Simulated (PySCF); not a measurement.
Coordinates in bohr (charge 0 multiplicity 4):
```
W     0.0000    0.0000    0.0000
Cl    4.2501    0.0000    0.0000
Cl   -2.1250    3.6807    0.0000
Cl   -2.1250   -3.6807    0.0000
```

These are results of UPBE0 in PySCF with W def2-TZVP with ECP60, Cl def2-TZVP; scalar-relativistic core potentials, no spin–orbit coupling; density-fitted integrals, not measurements.

This geometry of WCl3 is a stationary point at this level.

**Question.** What is the point group?

**Answer.** D3h.

**Question.** Is it a minimum?

**Answer.** Yes: all harmonic wavenumbers are real.

**Question.** Which band is strongest in the infrared?

**Answer.** 421 cm⁻¹ (e'), 156 km/mol.

**Question.** What are the dipole moment and the gap between the highest occupied and lowest empty levels of either spin?

**Answer.** 0.00 D and 3.73 eV.

**Question.** Give the atomic charges and bond orders.

**Answer.** 
```tsv
atom	Mulliken	Löwdin	polar tensor	spin (Mulliken)	Mayer order to W1
W1	0.90	-0.23	1.42	2.97	–
Cl2,3,4	-0.30	0.08	-0.47	0.01	1.15
```

This need not be the most stable arrangement of these atoms. Open d and f shells are described by one determinant, and the ground state may have another occupation or spin. No spin–orbit coupling is included, which matters more the heavier the element.
